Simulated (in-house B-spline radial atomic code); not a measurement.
A radial electron density 4πr²n(r) was computed for an atom or ion in its tabulated ground configuration with an all-electron radial atomic-structure program (B-spline basis); method: Dirac-Hartree-Fock, average of configuration. Columns: r (bohr), 4πr²n(r) (electrons per bohr), bar.

```
0.000648    2.842 #
0.000792    3.947 #
0.000969    5.464 ##
 0.00118    7.464 ###
 0.00145    10.27 ####
 0.00177    13.88 #####
 0.00217    18.68 #######
 0.00265    24.69 #########
 0.00324    32.22 ############
 0.00396    41.27 ###############
 0.00484    51.71 ##################
 0.00592    63.15 #######################
 0.00724    74.67 ###########################
 0.00885    84.97 ##############################
  0.0108    92.46 #################################
  0.0132    95.88 ##################################
  0.0162     94.6 ##################################
  0.0198    89.94 ################################
  0.0242    85.34 ##############################
  0.0296    85.45 ###############################
  0.0362    93.52 #################################
  0.0442    107.8 #######################################
  0.0541      121 ###########################################
  0.0662    123.2 ############################################
  0.0809    112.1 ########################################
  0.0989    97.99 ###################################
   0.121    95.91 ##################################
   0.148    106.6 ######################################
   0.181    110.7 ########################################
   0.221    92.35 #################################
    0.27    63.77 #######################
   0.331    51.26 ##################
   0.404    57.78 #####################
   0.494    60.74 ######################
   0.605    47.42 #################
   0.739    27.58 ##########
   0.904    12.68 #####
    1.11    4.875 ##
    1.35     1.63 #
    1.65   0.3749 
    2.02    0.049 
    2.47 0.003112 
    3.02 7.943e-05 
    3.69 6.795e-07
```

Task: Which atom or ion is it?
A. Yb13+
B. Ho13+
C. Er13+
D. Tm13+

Result: D. The area under the curve, ∫4πr²n dr = ∫r·4πr²n d(ln r) on this logarithmic grid, is 56 electrons, which only this option has. The configuration is [Kr] 4d10 4f9 5s1.
